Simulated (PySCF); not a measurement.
B3H3O3, SMILES B1OBOBO1. The structure is a stationary point at ωB97X-D3(BJ)/def2-SVP.

Level of theory: ωB97X-D3(BJ)/def2-SVP (PySCF 2.14.0).

Harmonic wavenumbers (cm⁻¹): 211, 211, 390, 539, 539, 820, 924, 924, 928, 1006, 1006, 1014, 1124, 1199, 1245, 1245, 1446, 1446, 2694, 2694, 2710. Rotational constants (GHz): 5.866, 5.866, 2.933; symmetry number 6.

Problem. Work out the zero-point energy and the ideal-gas rigid-rotor harmonic-oscillator thermochemistry at 298.15 K and 1 atm.

Solution. ZPE = ½ Σ hcν = ½ × 24315 cm⁻¹ = 145.44 kJ/mol. H − E(el) = 161.15 kJ/mol. Entropy in J/(mol K): translation 163.92, rotation 92.08, vibration 30.30, total 286.30. G − E(el) = 75.79 kJ/mol. Cp = 81.76 J/(mol K).
